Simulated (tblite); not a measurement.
Species: C2H12NPSi2.
Numbering: `[CH3:1][NH:2][SiH2:3][PH:4][SiH2:5][CH3:6]` (hydrogens: H7, H8, H9 on C1; H10 on N2; H11, H12 on Si3; H13 on P4; H14, H15 on Si5; H16, H17, H18 on C6)

Computed with GFN2-xTB (tblite), gas phase: Langevin dynamics at 200 K from the optimised GFN2-xTB geometry, time step 0.5 fs, friction 0.01 fs⁻¹, 2000 steps.

Start geometry:
```
atom  x, y, z in Å
C1     -2.707    0.953   -0.027
N2     -1.524    0.295   -0.523
Si3    -1.007   -1.236    0.052
P4      0.737   -1.735   -1.247
Si5     2.369   -0.524   -0.316
C6      2.065    1.307   -0.720
H7     -3.623    0.581   -0.498
H8     -2.782    0.772    1.042
H9     -2.641    2.028   -0.199
H10    -1.352    0.511   -1.495
H11    -1.964   -2.352   -0.069
H12    -0.709   -1.052    1.480
H13     1.040   -2.892   -0.565
H14     3.625   -0.991   -0.916
H15     2.456   -0.704    1.142
H16     2.879    1.926   -0.358
H17     1.985    1.458   -1.793
H18     1.143    1.661   -0.266
```

The statistics below take the 31 frames saved every 25 fs from 250 to 1000 fs; their kinetic temperature (all 3N coordinates) averages 185 K.

Q: How do the bond lengths spread?

A: 
```
   bond  start (Å)  mean (Å)  standard deviation (Å)  shortest (Å)  longest (Å)
  C1–N2      1.442     1.441                   0.028         1.394        1.499
 N2–Si3      1.715     1.719                   0.020         1.679        1.760
 Si3–P4      2.232     2.238                   0.030         2.183        2.304
 P4–Si5      2.236     2.244                   0.025         2.166        2.292
 Si5–C6      1.899     1.903                   0.030         1.833        1.986
  C1–H7      1.095     1.095                   0.027         1.040        1.147
  C1–H8      1.087     1.087                   0.021         1.042        1.128
  C1–H9      1.091     1.097                   0.030         1.035        1.153
 N2–H10      1.010     1.010                   0.022         0.971        1.048
Si3–H11      1.474     1.476                   0.017         1.434        1.508
Si3–H12      1.470     1.479                   0.037         1.431        1.577
 P4–H13      1.377     1.383                   0.030         1.333        1.447
Si5–H14      1.469     1.479                   0.040         1.397        1.578
Si5–H15      1.471     1.475                   0.029         1.408        1.530
 C6–H16      1.085     1.090                   0.018         1.054        1.131
 C6–H17      1.087     1.089                   0.018         1.059        1.129
 C6–H18      1.087     1.093                   0.036         1.031        1.148
```

Q: Give the same statistics for bond angles, one of each kind among heavy atoms.

A: 
```json
{"angle": "C1–N2–Si3", "start (°)": "122.6", "mean (°)": "123.0", "standard deviation (°)": "4.3", "smallest (°)": "114.0", "largest (°)": "132.6"}
{"angle": "N2–Si3–P4", "start (°)": "103.9", "mean (°)": "104.2", "standard deviation (°)": "4.1", "smallest (°)": "98.6", "largest (°)": "113.2"}
{"angle": "Si3–P4–Si5", "start (°)": "101.9", "mean (°)": "103.3", "standard deviation (°)": "4.4", "smallest (°)": "95.8", "largest (°)": "115.1"}
{"angle": "P4–Si5–C6", "start (°)": "108.5", "mean (°)": "109.6", "standard deviation (°)": "5.3", "smallest (°)": "100.1", "largest (°)": "117.7"}
```

The run is classical and short, so these are rough statistics of one trajectory.

The cost below is that of the whole dynamics run. Time: 28 s of wall time; peak memory 0.19 GiB. Hardware: Intel Xeon Platinum 8259CL at 2.50 GHz, one thread, shared host with 96 logical CPUs at a one-minute load of 24.
